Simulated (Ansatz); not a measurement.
Gas-phase electronic energies from Ansatz, PBE0-D4/def2-TZVP geometries. CCSD(T)/CBS is the MP2 limit (def2-TZVPP, def2-QZVPP) plus CCSD(T) − MP2 in def2-TZVPP, frozen cores. This one scheme is used for every species. DFT in def2-TZVPP. B3LYP here is the variant with VWN-RPA as its local correlation; programs differ in this. For Ga outer-core shells are correlated without core-valence functions, which leaves a few kJ/mol of doubt a bond. Scalar relativity is left out up to krypton. Each species was taken in one conformer, which may not be the lowest.

Consider the formal exchange of groups at a Ga–Cl bond: `[SH][GaH][Cl]` + SiH₄ → `[SiH3][GaH][SH]` + HCl.

Problem. Is it downhill or uphill in electronic energy at CCSD(T)/CBS, and by how much? (Best estimate.)

Solution. Computed: Uphill: ΔE = +99.6 kJ/mol.

Problem. What do these levels give: LDA (SPW92), PBE-D4, B3LYP-D4, BHLYP-D4, B3LYP, CCSD/def2-SVP? (An estimate is asked.)

Solution. Ansatz gave: LDA (SPW92) 84.8, PBE-D4 87.0, B3LYP-D4 100.9, BHLYP-D4 109.5, B3LYP 103.7, CCSD/def2-SVP 112.6 kJ/mol.

Largest T1 diagnostic among the species: 0.014.

In def2-TZVPP, CCSD(T) changes the Hartree–Fock value by −27.7 kJ/mol (the triples alone add −2.1 kJ/mol) and MP2 by −20.7 kJ/mol. Leaving LDA and LC-ωPBE aside and taking each functional with its dispersion term where it has one, the values spread over 22.5 kJ/mol, from PBE-D4 to BHLYP-D4. LDA lies −4.0 kJ/mol from PBE without D4. At CCSD(T), def2-SVP lies +11.5 kJ/mol from the extrapolated value and def2-TZVPP +1.6 kJ/mol.
